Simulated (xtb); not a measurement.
C₄H₅ (SMILES [CH2]C#CC), doublet, at a GFN2-xTB geometry; GFN0-xTB with ALPB(ch2cl2) run with xtb 6.7.1.

Input for xtb:
```
$ xtb mol.xyz --gfn 0 --uhf 1 --alpb ch2cl2 --json

# file mol.xyz
9

C     -0.01669866    -0.14473260     2.05451619
C     -0.00572650    -0.05021694     0.70569704
C      0.00420741     0.03413279    -0.51310411
C      0.01585773     0.13725248    -1.95067878
H     -0.94506085    -0.19981979     2.59400011
H      0.90273351    -0.16585290     2.61141141
H     -0.00059800     1.18728795    -2.25276024
H      0.91722312    -0.32377874    -2.35724285
H     -0.86013765    -0.35645090    -2.37399048
```

Output, abridged:

```
   ID    Z sym.   atoms
    1    6 C      1-4
    2    1 H      5-9

           -------------------------------------------------
          |                Calculation Setup                |
           -------------------------------------------------

           -------------------------------------------------
          |                 G F N 0 - x T B                 |
           -------------------------------------------------

      * Solvation model:               ALPB
        Solvent                        ch2cl2
        Parameter file                 internal GFN-FF/ALPB
        Dielectric constant                8.9300E+00
        Reference state                gsolv [1 M gas/solution]
        Free energy shift                  3.5387E-03 Eh       2.2205E+00 kcal/mol
        Temperature                        2.9815E+02 K
        Density                            1.3300E+00 kg/L
        Solvent mass                       8.4930E+01 g/mol
        Interaction kernel             P16
        Born radius scaling (c1)           1.6950E+00
        Born radii integrator          GBOBC
        Born offset                        0.0000E+00 a0       0.0000E+00 AA
        H-bond correction              false
        Ion screening                  false
        Surface tension                    1.0000E-05 Eh       1.5569E+01 dyn/cm
        Grid points                               230 per atom

          ...................................................
          :                      SETUP                      :
          :.................................................:
          :  # basis functions                  26          :
          :  # atomic orbitals                  26          :
          :  # shells                           18          :
          :  # electrons                        21          :
          :  electronic temp.          300.0000000     K    :
          :  accuracy                    1.0000000          :
          :  -> integral cutoff          0.2500000E+02      :
          :  -> integral neglect         0.1000000E-07      :
          ...................................................

         :::::::::::::::::::::::::::::::::::::::::::::::::::::
         ::                     SUMMARY                     ::
         :::::::::::::::::::::::::::::::::::::::::::::::::::::
         :: total energy             -11.130478779098 Eh    ::
         :: total w/o Gsasa/hb       -11.123892495881 Eh    ::
[...]
        26                          1.2121952              32.9855
      -------------------------------------------------------------
                  HL-Gap            0.1493843 Eh            4.0650 eV
             Fermi-level            0.0000000 Eh            0.0000 eV

     #   Z          covCN         q      C6AA      α(0)
     1   6 C        2.834    -0.321    39.049    10.208
     2   6 C        1.962    -0.005    31.733     9.087
     3   6 C        1.961    -0.093    34.219     9.436
     4   6 C        3.753    -0.269    29.102     7.785
     5   1 H        0.926     0.159     1.335     1.807
     6   1 H        0.926     0.159     1.335     1.807
     7   1 H        0.924     0.123     1.587     1.970
     8   1 H        0.924     0.124     1.584     1.968
     9   1 H        0.924     0.124     1.584     1.968

 Mol. C6AA /au·bohr⁶  :        852.124228
 Mol. C8AA /au·bohr⁸  :      21147.303998
 Mol. α(0) /au        :         46.034886

Wiberg/Mayer (AO) data.
largest (>0.10) Wiberg bond orders for each atom

 ---------------------------------------------------------------------------
     #   Z sym  total        # sym  WBO       # sym  WBO       # sym  WBO
 ---------------------------------------------------------------------------
     1   6 C    3.633 --     2 C    1.429     5 H    0.966     6 H    0.966
                             3 C    0.231
     2   6 C    3.959 --     3 C    2.449     1 C    1.429
     3   6 C    3.813 --     2 C    2.449     4 C    1.059     1 C    0.231
     4   6 C    3.973 --     3 C    1.059     8 H    0.959     9 H    0.959
                             7 H    0.950
     5   1 H    0.991 --     1 C    0.966
     6   1 H    0.991 --     1 C    0.966
     7   1 H    0.989 --     4 C    0.950
     8   1 H    0.988 --     4 C    0.959
     9   1 H    0.988 --     4 C    0.959
 ---------------------------------------------------------------------------

Topologies differ in total number of bonds
Writing topology from bond orders to xtbtopo.mol

 dipole moment from electron density (au)
     X       Y       Z
   0.0043   0.0498  -0.5523  total (Debye):    1.410

           -------------------------------------------------
          | TOTAL ENERGY              -11.130478779098 Eh   |
          | GRADIENT NORM               0.010981750777 Eh/α |
          | HOMO-LUMO GAP               4.064953982166 eV   |
           -------------------------------------------------

normal termination of xtb
```
